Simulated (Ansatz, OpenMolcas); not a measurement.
# GaBr (SMILES [Ga][Br]): methods side by side

GaBr has 2 atoms, charge 0, and is taken as a singlet. SMILES: `[Ga][Br]`. The shape is that of a PBE0-D4/def2-TZVP optimisation.

```xyz
2

Ga    0.0000    0.0000    0.0138
Br    0.0000    0.0000    2.3881
```

Each level gives the energy change with the Ga1–Br2 bond stretched from 2.374 to 2.730 Å (eV). The values are calculated.

```tsv
level	kind	program	value (eV)	CPU time (all runs)
M06-2X/aug-cc-pVTZ (restricted)	hybrid meta-GGA	OpenMolcas	0.33	69 s
PBE0/aug-cc-pVTZ (restricted)	global hybrid	OpenMolcas	0.38	61 s
wB97M-V/aug-cc-pVTZ (restricted)	range-separated hybrid	Ansatz	0.39	2.7 min
wB97X/aug-cc-pVTZ (restricted)	range-separated hybrid	Ansatz	0.40	79 s
B2PLYP/aug-cc-pVTZ (restricted)	double hybrid	Ansatz	0.37	32 s
RPA@PBE/aug-cc-pVTZ (restricted)	RPA	Ansatz	0.40	29 s
MP2/aug-cc-pVTZ (restricted)	perturbation theory	Ansatz	0.47	13 s
CCSD/aug-cc-pVTZ (restricted)	coupled cluster or CI	Ansatz	0.44	27 s
```

All-electron rows without a relativistic Hamiltonian named are non-relativistic. The first shape isn't each level's own minimum. The values span 0.33 to 0.47 eV. In the correlated wave-function rows the outer d shell of Br, Ga is correlated, in sets not made for it. Times are those of the runs behind each value, whatever else they computed, on shared processors of several kinds: orders of magnitude only.
